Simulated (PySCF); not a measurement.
A PySCF script (with the pyscf-properties extension) for the NMR shieldings of SMILES c1(C(B)B)cccs1, C$_{5}$H$_{8}$B$_{2}$S, on a GFN2-xTB geometry:

```python
import basis_set_exchange as bse
import numpy as np
from pyscf import gto, dft
from pyscf.prop import nmr

atoms = """
B    -1.128669    1.100898    0.674495
C    -1.241608    0.373375   -0.748550
B    -2.251149   -0.783442   -0.789427
C     0.170890    0.156149   -0.323801
C     0.699823   -0.758806    0.564585
C     2.097682   -0.679609    0.688101
C     2.643181    0.280546   -0.107797
S     1.457265    1.118318   -1.017879
H    -0.851552    2.237986    0.718179
H    -1.458656    0.542313    1.647324
H    -1.284458    1.076282   -1.577085
H    -3.267028   -0.617525   -1.346245
H    -2.041714   -1.802326   -0.254356
H     0.094932   -1.471714    1.093728
H     2.676846   -1.309988    1.339474
H     3.676615    0.546487   -0.213109
"""
names = dict.fromkeys(["B", "C", "S", "H"], "pcSseg-1")
basis = {el: gto.basis.parse(bse.get_basis(n, elements=[el], fmt="nwchem")) for el, n in names.items()}
mol = gto.M(atom=atoms, basis=basis, charge=0, verbose=0)
mf = dft.RKS(mol, xc="PBE0")
mf.grids.level = 2
mf.grids.alignment = dft.numint.BLKSIZE   # the property module wants whole blocks of grid points
mf.conv_tol = 1e-9
mf.kernel()

calc = nmr.RKS(mf)   # GIAO
C = mf.mo_coeff
Co = C[:, mf.mo_occ > 0]
resp = mf.gen_response(singlet=True, hermi=2)
def vind(x):   # induced exchange potential for any number of trial vectors
    d = np.einsum("pi,xij,qj->xpq", C, 2 * x.reshape(-1, C.shape[1], Co.shape[1]), Co, optimize=True)
    return np.einsum("xpq,pi,qj->xij", resp(d - d.transpose(0, 2, 1)), C, Co, optimize=True).ravel()
mo1, _ = nmr.rhf.solve_mo1(calc, with_cphf=vind)
sigma = calc.kernel(mo1)
for i, s in enumerate(sigma):   # ppm
    print("%2d %-2s %9.2f" % (i, mol.atom_pure_symbol(i), np.trace(s) / 3))
```

Question: What are the results?

Answer: 
```
 0 B      96.89
 1 C     125.65
 2 B      24.82
 3 C      59.93
 4 C      35.03
 5 C      56.21
 6 C      36.51
 7 S     211.63
 8 H      28.33
 9 H      28.24
10 H      26.82
11 H      24.44
12 H      24.58
13 H      23.85
14 H      24.46
15 H      23.79
```

These numbers come from an equivalent density-fitted implementation of the same equations, which agrees with the script to about 0.01 ppm for H and up to a few tenths of a ppm for heavy atoms, so last digits may differ.

Size and cost of the density-fitted run: 183 basis functions, 80 s wall time on 1 thread of an Intel Xeon, shared host; peak memory 0.83 GiB.
